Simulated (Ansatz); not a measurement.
The cluster Li₃Si₆. The state is a doublet with charge 0. Geometry PBE0-D4/def2-SVP, basis def2-TZVP, Ansatz.

```xyz
9

Li   -0.7468   -0.4340    2.6571
Li    2.6051    0.8811   -0.4944
Li   -0.3975    2.7361    0.7188
Si   -0.1988   -2.1914   -1.1256
Si   -1.5597    0.6006    0.3966
Si    0.1061    1.2539   -1.1691
Si   -1.6939   -1.7120    0.5914
Si    1.1737   -0.5876   -2.1038
Si    0.7117   -0.5467    0.5290
```

| run | HOMO (eV) | LUMO (eV) |
| --- | --- | --- |
| A | -4.51 | -2.43 |
| B | -3.76 | -3.10 |
| C | -3.50 | -2.97 |
| D | -4.65 | -2.25 |
| E | -4.22 | -2.60 |
| F | -3.93 | -2.84 |

Another isomer (doublet) lies 0.54 eV lower at PBE0-D4/def2-TZVP; other spin states weren't run for this one.

HOMO and LUMO are taken over both spins.

The runs used BLYP, PBE, PBE0, r2SCAN, r2SCAN0, r2SCANh. Estimate which is which.

A PBE0 (25 % exact exchange); B PBE (0 % exact exchange); C BLYP (0 % exact exchange); D r2SCAN0 (25 % exact exchange); E r2SCANh (10 % exact exchange); F r2SCAN (0 % exact exchange). Exact exchange lowers occupied and raises empty levels; among semilocal functionals meta-GGAs tend to open the gap a little, and such runs are hard to tell apart. The gap grows from 0.53 eV (BLYP) to 2.40 eV (r2SCAN0).
